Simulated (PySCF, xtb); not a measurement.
B(H)(OEt)(NH2) (C2H8BNO), SMILES CCOBN.

GFN2-xTB (xtb 6.7.1) at its own geometry gives an orbital gap of 6.78 eV and a dipole moment of 0.42 D.

Geometry optimised at ωB97X-D3(BJ)/def2-SVP. The structure was generated by enumeration, and PubChem lists no compound with its InChIKey, so it may never have been made. One conformer was computed; it need not be the lowest.

What does HF/def2-TZVP in PySCF give? (Estimate from the structure and the level; the computed values follow.)

gap 14.67 eV (levels -10.99 and 3.68 eV), dipole 0.41 D.
